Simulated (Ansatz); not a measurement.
One change: `C[SiH2]C(C)=S` becomes `CC(=S)[O][GeH3]`.

Ansatz, PBE0-D4/def2-TZVP geometries, multiplicity 1. Each molecule was computed in one conformer, which needn't be the lowest.

Scalar relativity is left out up to krypton.

```csv
property,`C[SiH2]C(C)=S`
LUMO energy (PBE/def2-TZVPP) / eV,-3.23
zero-point energy (PBE0-D4/def2-TZVP) / kJ/mol,256.9
size of the dipole moment (ωB97M-V/def2-TZVPP) / D,1.56
HOMO–LUMO gap (PBE/def2-TZVPP) / eV,1.82
LUMO energy (PBE0/def2-TZVPP) / eV,-2.32
"ideal-gas entropy at 298 K and 1 bar (rigid rotor, harmonic PBE0-D4/def2-TZVP) / J/(mol·K)",373
```

Task: What does the change do to each property? (An estimate is asked.)

Result: The calculation gave: 
| property | `CC(=S)[O][GeH3]` | shift |
| --- | --- | --- |
| LUMO energy (PBE/def2-TZVPP) / eV | -2.11 | 1.12 |
| zero-point energy (PBE0-D4/def2-TZVP) / kJ/mol | 190.6 | -66.3 |
| size of the dipole moment (ωB97M-V/def2-TZVPP) / D | 4.97 | 3.41 |
| HOMO–LUMO gap (PBE/def2-TZVPP) / eV | 2.89 | 1.07 |
| LUMO energy (PBE0/def2-TZVPP) / eV | -1.17 | 1.15 |
| ideal-gas entropy at 298 K and 1 bar (rigid rotor, harmonic PBE0-D4/def2-TZVP) / J/(mol·K) | 365 | -8 |

With PBE0 the HOMO rises by 0.05 eV and the LUMO rises by 1.15 eV, so the gap widens by about 1.10 eV. PBE moves the HOMO by 0.05 eV and ωB97M-V by 0.05 eV. The zero-point energy changes by -66.3 kJ/mol with -6 modes. Dipoles are sizes alone; their direction can turn. Modes under 60 cm⁻¹, often nearly free rotors, make the harmonic entropy too high.
